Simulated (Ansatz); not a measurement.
Ansatz (a first-principles code) input (r2SCAN/def2-TZVP):

Ansatz 0.2 input:
```yaml
crystal:
  periodic: [false, false, false]
  atoms:
    - {symbol: C, position_ang: [-0.99068060, 0.19143410, -0.16200049]}
    - {symbol: S, position_ang: [0.56573450, -0.10931967, 0.09251142]}
    - {symbol: H, position_ang: [-1.32804142, 1.00501434, -0.80207335]}
    - {symbol: H, position_ang: [-1.77962703, -0.40450423, 0.29389360]}
basis:
  gaussian:
    orbitals: def2-TZVP
hamiltonian:
  xc: {name: r2SCAN}
relax: {f_tol: 0.003, max_steps: 100}
```

End of the output:

```
reference -11903.16277217 eV, -437.4331636238 hartree; 12, 12 occupied and 68, 68 virtual orbitals, 529 factors
relax step   4: F+E_penalty+E_count = -11903.16276443 eV  Δ(F+E_penalty+E_count) = -1.074e-6 eV  max|allowed force component| = 3.017e-4 eV/Å  Δτ_max = 0.0002 Å  (33 SCF iters, accepted)
integrals: 0.02 GiB planned
529 factors; their error is unknown
mean field: 0.16 GiB planned
mean field evaluation 64: about -11903.1628 eV, gradient 5.4e-4 eV
mean field -11903.16276443 eV, -437.4331633391 hartree, gradient 6.3e-6 eV, S^2 0.000000; 1 other end points of the search recorded, 0 dependent functions left out
the calculation of the forces begins
reference -11903.16277217 eV, -437.4331636238 hartree; 12, 12 occupied and 68, 68 virtual orbitals, 529 factors
Total energy: -11903.16277217 eV, -437.4331636238 hartree
Atom 0 at    -0.989695     0.191251    -0.161830 Å, force     0.000102    -0.000127    -0.000122 eV/Å
Atom 1 at     0.566067    -0.109386     0.092563 Å, force    -0.000302     0.000087    -0.000012 eV/Å
Atom 2 at    -1.328206     1.006680    -0.803383 Å, force     0.000106     0.000039     0.000052 eV/Å
Atom 3 at    -1.780779    -0.405921     0.294981 Å, force     0.000094     0.000001     0.000082 eV/Å
Dipole moment:    -0.356415     0.068870    -0.058285 e Å
```
